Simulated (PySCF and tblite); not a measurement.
Results of a calculation; reference values are marked as such.
C6H12O, numbered as in [CH3:1][C@H:2]1[CH2:3][CH2:4][CH2:5][CH2:6][O:7]1.

Conformers came from 90 starts (ETKDG and KDG, MMFF94s, GFN2-xTB); geometries are PBE0-D3(BJ)/def2-SVP. Free energies are PBE0-D3(BJ)/def2-TZVP single points with GFN2-xTB rigid-rotor and vibrational terms (modes under about 100 cm⁻¹ blended into free rotors). Symmetry numbers and mirror images are counted. Conformers within 4 kcal/mol (GFN2-xTB free energy) were kept, 5 at most. Codes: tblite and PySCF.

Rotational constants are equilibrium values for the commonest isotopes; dipoles come from the energy level named.

The 6-ring runs over atoms 2–3–4–5–6–7.

```
conformer                                       shape  symmetry  weight %
        1  6-ring chair (all substituents equatorial)        C1      99.5
        2                     6-ring chair (C1 axial)        C1       0.5
```

Sets of constants, in random order:

| set | A (MHz) | B (MHz) | C (MHz) | abs μa (D) | abs μb (D) | abs μc (D) |
| --- | --- | --- | --- | --- | --- | --- |
| P | 4461 | 2350 | 1693 | 0.66 | 0.96 | 0.55 |
| Q | 3711 | 2673 | 2019 | 0.33 | 1.05 | 0.78 |

(1) Match each set to its conformer.

## Answers

(1) P is conformer 1, Q is conformer 2.
